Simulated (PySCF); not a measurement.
Species: C3H11B2N.
Numbering: `[BH2:1][N:2]([BH2:3])[CH:4]([CH3:5])[CH3:6]` (hydrogens: H7, H8 on B1; H9, H10 on B3; H11 on C4; H12, H13, H14 on C5; H15, H16, H17 on C6)

Computed with core-valence-separated Tamm–Dancoff BHandHLYP/aug-pcX-1 (pcseg-1 on H) in PySCF, non-relativistic, gas phase, PBE0-D3(BJ)/def2-SVP geometry. No shift to experiment was applied.

Q: What does the N 1s absorption edge look like?

A: 
| E (eV) | f | core hole on | main final orbital |
| --- | --- | --- | --- |
| 398.38 | 0.0425 | N2 | LUMO+1 (53 %) |
| 398.59 | 0.0003 | N2 | LUMO (93 %) |
| 401.32 | 0.0008 | N2 | LUMO+2 (74 %) |
| 401.77 | 0.0042 | N2 | LUMO+4 (43 %) |
| 401.83 | 0.0034 | N2 | LUMO+3 (55 %) |
| 402.02 | 0.0004 | N2 | LUMO+5 (58 %) |
| 402.12 | 0.0037 | N2 | LUMO+4 (31 %) |

The first line with a tenth or more of the strongest one's intensity is at 398.38 eV (f = 0.042), with the hole on N2 (boron-bound nitrogen). It is also the strongest listed.

Q: List the carbon K-edge absorption lines.

A: 
```tsv
E (eV)	f	core hole on	main final orbital
285.31	0.0202	C5/C6	LUMO+2 (2 roots, f summed)
285.44	0.0126	C5/C6	LUMO (2 roots, f summed)
285.99	0.0472	C5/C6	LUMO+1 (2 roots, f summed)
286.27	0.0349	C5/C6	LUMO+3 (2 roots, f summed)
286.28	0.0017	C4	LUMO (91 %)
286.64	0.0182	C5/C6	spread (2 roots, f summed)
286.74	0.0270	C4	LUMO+2 (46 %)
286.90	0.0097	C5/C6	spread (2 roots, f summed)
287.22	0.0005	C4	LUMO+1 (83 %)
```

The first line with a tenth or more of the strongest one's intensity is at 285.31 eV (f = 0.020, sum of 2), with the hole on C5/C6 (methyl carbon). The strongest listed is at 285.99 eV (f = 0.047, sum of 2; C5/C6).

Q: Give energies, oscillator strengths and core holes at the B K edge.

A: 
| E (eV) | f | core hole on | main final orbital |
| --- | --- | --- | --- |
| 186.29 | 0.0669 | B3 | LUMO (65 %) |
| 186.34 | 0.0970 | B1 | LUMO (66 %) |
| 190.52 | 0.0001 | B1 | LUMO+1 (65 %) |
| 190.56 | 0.0000 | B3 | LUMO+1 (64 %) |
| 191.00 | 0.0092 | B1 | LUMO+3 (34 %) |
| 191.13 | 0.0051 | B3 | LUMO+2 (33 %) |
| 191.46 | 0.0138 | B1 | LUMO+4 (46 %) |
| 191.52 | 0.0188 | B3 | LUMO+4 (31 %) |
| 191.72 | 0.0029 | B1/B3 | LUMO+2 (2 roots, f summed) |
| 191.96 | 0.0069 | B1 | LUMO+5 (31 %) |

The first line with a tenth or more of the strongest one's intensity is at 186.29 eV (f = 0.067), with the hole on B3 (three-coordinate boron). The strongest listed is at 186.34 eV (f = 0.097; B1).

Roots within 0.03 eV whose holes lie on the same, on equivalent or on shared atoms are summed into one line, and the highest roots are left out, as the search may have cut off their partners. Final orbitals are the ground state's empty Kohn–Sham orbitals.

Q: What is the summed oscillator strength of the listed N K lines, and their intensity-weighted mean energy?

A: Σf = 0.055 over 7 lines from 398.38 to 402.12 eV; the weighted mean is 399.17 eV. The strongest line holds 77 % of the sum.

The list ends where the root search ended, not at a threshold.

Conformer computed: `[BH2:1][N:2]([BH2:3])[CH:4]([CH3:5])[CH3:6]`: B1–N2–C4–C5 118°.

One conformer stands for the species.
